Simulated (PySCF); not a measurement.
## NMR data sheet: C₄H₇F₃OSi₂

```
Formula                               : C4H7F3OSi2
SMILES                                : O=C(C1[SiH2]C[SiH2]1)C(F)(F)F
Point group of the computed structure : C1
Degrees of unsaturation               : 2
Carbon signals                        : 4
Proton signals                        : 5
```

Bonds (- single, = double, # triple, : aromatic): O1=C2, C2-C3, C3-Si4, Si4-C5, C5-Si6, C2-C7, C7-F8, C7-F9, C7-F10, Si6-C3. C3 carries H11; Si4 carries H12, H13; C5 carries H14, H15; Si6 carries H16, H17. H12, H14, H17 are cis to C2 on the ring; H13, H15, H16 are trans to C2 on the ring.

- geometry: GFN2-xTB
- σ from GIAO-PBE0/pcSseg-1
- code: PySCF 2.14
- no solvent, non-relativistic Hamiltonian, one averaged value for each set of equivalent atoms, a single conformation

Shifts are taken against calculated references (same method and geometry level): 1H and 13C and 29Si against TMS; 19F against CFCl3; 17O vs H2O.

```tsv
carbon	δC, type	δH (multiplicity)	HMBC from (2–3 bonds)	span of the C tensor (ppm)
C2	200.4, C	–	H13/H16, H12/H17, H11	215
C3	33.6, CH	3.19 (m)	H13/H16, H12/H17, H14, H15	62
C5	-8.5, CH2	H14 0.85 (m); H15 0.70 (m)	H13/H16, H12/H17, H11	23
C7	126.5, C	–	H11	33
```

Other nuclei:
```json
{"atoms": "H13/H16", "nucleus": "1H", "environment": "hydrogen on a silicon bonded to 2 C, in a 4-membered ring", "δ (ppm)": "5.04", "σ (ppm)": "26.68"}
{"atoms": "H12/H17", "nucleus": "1H", "environment": "hydrogen on a silicon bonded to 2 C, in a 4-membered ring", "δ (ppm)": "4.98", "σ (ppm)": "26.74"}
{"atoms": "F8/F9/F10", "nucleus": "19F", "environment": "fluorine of a CF3 group", "δ (ppm)": "-91.9", "σ (ppm)": "262.9"}
{"atoms": "Si4/Si6", "nucleus": "29Si", "environment": "silicon bonded to 2 C, 2 H, in a 4-membered ring", "δ (ppm)": "-27.0", "σ (ppm)": "376.1"}
{"atoms": "O1", "nucleus": "17O", "environment": "ketone oxygen", "δ (ppm)": "589.5", "σ (ppm)": "-253.4"}
```

- Carbon types of the structure: 2 × C, 1 × CH, 1 × CH2, leaving 4 H on heteroatoms.
- δC 200.4: ketone carbonyl carbon; low-lying n→π* states of the double bond to the heteroatom give a large paramagnetic term (-264 ppm).
- δC 126.5: CF3 carbon; 3 electronegative neighbours deshield it.
- δC 33.6: sp3 CH bonded to 2 Si, α to a carbonyl; α to the electron-withdrawing carbonyl group.
- δC -8.5: sp3 CH2 bonded to 2 Si; an electropositive neighbour leaves it electron-rich and shielded.
- δH 0.85, 0.70: hydrogen on an sp3 CH2 bonded to 2 Si; an electropositive neighbour shields it, as in TMS itself.

Splittings by 19F in the carbon and heteronuclear signals aren't shown, as no couplings were computed. Shifts are as computed. Against solution values, carbons near 30 ppm lie about +3 ppm off and those near 130 ppm about +5 ppm. Of 1309 compounds with measured shifts, 239 miss one by over three times the rms of a fit or turn the order of signals round; such compounds aren't used in these exercises. Unscaled 19F shifts against computed CFCl3 carry errors that often reach 10 to 50 ppm. Unscaled 17O shifts of doubly bonded oxygen tend to come out too high, by tens of ppm or more. Experimental scales use liquid or dissolved standards, which lie at an offset from isolated H2O (liquid H2O: subtract about 36 ppm). No couplings were computed; multiplicities are counted from neighbouring protons, with m where these are inequivalent, close in shift, in a saturated or five-membered ring or joined by F or P, and br s for small geminal =CH2 splittings.
